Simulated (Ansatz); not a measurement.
Process, species as SMILES: CB(C)[O] -> CB(C)[O-] (an electron is taken up)
Each molecule is optimised on its own at B3LYP-D3(BJ)/def2-TZVP (Ansatz, a program for electronic structure).

Property: adiabatic electron affinity (electronic energy difference), positive where the reaction releases energy, in eV. Cores are frozen in the correlated levels unless marked. UHF or UKS for open shells. Spin-orbit coupling is left out. Non-relativistic. Anions need diffuse functions: aug- sets have them; def2-D sets add few; the other sets have none. CBS(X,Y): correlation extrapolated as X^-3; Hartree-Fock from the larger set. [CCSD(T)-MP2]/basis is that difference in the basis named.

```tsv
level	program	adiabatic electron affinity (eV)
HF/STO-3G	Ansatz	-4.32
HF/aug-cc-pVDZ	Ansatz	0.65
HF/cc-pVQZ	Ansatz	0.58
SVWN5/def2-TZVPD	Ansatz	2.31
revPBE/def2-TZVPD	Ansatz	2.03
PBE0/def2-SVP	Ansatz	1.74
PBE0-D3(BJ)/def2-TZVP	Ansatz + dftd3	1.98
PBE0-D3(BJ)/def2-TZVPD	Ansatz + dftd3	2.04
HSE06/def2-TZVPD	Ansatz	2.04
LC-wPBE-D3(BJ)/def2-TZVPD	Ansatz + dftd3	2.21
LC-wPBE/def2-TZVPD	Ansatz	2.22
B2GP-PLYP-D4/def2-TZVPD	Ansatz + dftd4	2.32
B2PLYP-D3(BJ)/def2-TZVPD	Ansatz + dftd3	2.26
MP2/6-31G	Ansatz	1.67
MP2/6-31G*	Ansatz	1.77
MP2/cc-pVTZ	Ansatz	2.57
RI-MP2/CBS(aug-cc-pVTZ,aug-cc-pVQZ)	Ansatz	2.87
SCS-MP2/cc-pVTZ	Ansatz	2.44
CCSD/6-31G	Ansatz	1.24
CCSD(T)/cc-pwCVTZ	Ansatz	2.14
RI-MP2/CBS(aug-cc-pVTZ,aug-cc-pVQZ)+[CCSD(T)-MP2]/aug-cc-pVTZ	Ansatz	2.41
```
